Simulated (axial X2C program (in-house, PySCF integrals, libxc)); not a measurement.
**Low determinants of MoC⁻ at the PBE0 level, two-component**

Calculated with an in-house all-electron X2C program for linear molecules (integrals from PySCF). Two-component (2c) means X2C with spin–orbit coupling and atomic mean-field two-electron Coulomb and Gaunt terms. Basis: Mo dyall-acv3z [12s13p10d5f3g], C dyall-av3z [8s7p3d2f] (cores contracted in-house); Gaussian nuclei, density fitting, unrestricted open shells. Masses: Mo 97.905 u, C 12.000 u.

Search at 1.686 Å (vertical energies from the lowest determinant):

| ΔE (eV) | state | electrons beyond evenly filled partner blocks | electrons in ±ω = 1/2, 3/2, 5/2, 7/2 |
| --- | --- | --- | --- |
| 0.00 | Ω = 3/2 | ω = 1/2, ω = -3/2, ω = 5/2 | 33 13 3 0 |
| 0.53 | Ω = 1/2 | ω = -1/2, ω = -3/2, ω = 5/2 | 33 13 3 0 |
| 0.83 | Ω = 3/2 | ω = 3/2 | 34 13 2 0 |
| 0.98 | Ω = 5/2 | ω = 5/2 | 34 12 3 0 |
| 1.06 | Ω = 1/2 | ω = 1/2 | 33 14 2 0 |
| 1.20 | Ω = 9/2 | ω = 1/2, ω = 3/2, ω = 5/2 | 33 13 3 0 |
| 1.34 | Ω = 1/2 | ω = 1/2 | 33 12 4 0 |

Lowest determinant, Ω = 3/2 (⟨Sz⟩ = 1.50, ⟨Lz⟩ = 0.00 at PBE0): Re = 1.682 Å, ωe = 988.2 cm⁻¹.

The determinant in row 2 of the search, Ω = 1/2 (⟨Sz⟩ = 0.50, ⟨Lz⟩ = 0.00 at PBE0), was followed along the bond at PBE0; measured from the minimum of the lowest determinant it gives:

Te = 0.512 eV (4131 cm⁻¹), Re = 1.659 Å, ωe = 1083.6 cm⁻¹.

(1) Compare the bond of the determinant in row 2 with that of the lowest one.

The search compares states at one distance, so a state with another bond length can lie lower; it is not exhaustive and yields mostly the lowest determinant of each block pattern, so other components and higher states of one pattern are missing. These are energies of single determinants, not of spin-adapted states; PBE0 term energies can be off by some tenths of an eV, and the functional has no current term. The lowest determinant need not be the ground state where others lie within half an eV. For an anion, determinants above electron detachment are held by the basis set. The highest occupied level of some functionals is positive through self-interaction error; at Hartree–Fock it is bound. Row 1 has a positive highest level at its minimum. Row 2 has a positive highest level at its minimum.

Answers

(1) At PBE0 its Re is 0.023 Å shorter and its force constant, which goes as ωe², is 1.20 times that of the lowest determinant. This determinant mixes spin states, so it has no term energy of its own.
